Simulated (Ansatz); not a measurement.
Species: C₆H₁₁, net charge -1, singlet state. It need not be the lowest isomer of its formula. Whether it binds its extra electron was not tested at this geometry. 
Geometry from a B3LYP-D3(BJ)/def2-TZVP (Ansatz, an electronic-structure program) optimisation:
```xyz
17

C      2.6235    -0.0765    -0.6240
C      1.1392     0.2869    -0.6690
C      0.3319    -0.2691     0.5136
C     -1.1540     0.0828     0.4911
C     -1.7738     0.9938     1.2708
C     -1.9300    -0.7164    -0.5459
H      3.0855     0.2906     0.2977
H      3.1804     0.3472    -1.4671
H      2.7622    -1.1619    -0.6453
H      0.7075    -0.0731    -1.6085
H      1.0240     1.3753    -0.6756
H      0.4808    -1.3649     0.5289
H      0.7681     0.1205     1.4394
H     -1.0129     1.4387     1.9598
H     -2.9795    -0.4239    -0.4986
H     -1.8608    -1.8041    -0.3734
H     -1.5767    -0.5536    -1.5769
```
Charge -1, spin multiplicity 1.

Basis-set convergence of Hartree-Fock and MP2 correlation energies (hartree) with Ansatz. Correlated levels leave the core frozen unless marked. Spin-orbit coupling is left out. No relativistic terms. This anion needs diffuse functions, which these sets lack.

| basis | functions | E(HF) | E(corr, MP2) |
|---|---|---|---|
| cc-pVDZ | 139 | -233.51073 | -0.85653 |
| cc-pVTZ | 334 | -233.58000 | -1.04769 |
| cc-pVQZ | 660 | (withheld) | (withheld) |

Q: What belongs in the gaps?

A: 
- cc-pVQZ, E(HF): -233.59794
- cc-pVQZ, E(corr, MP2): -1.11298
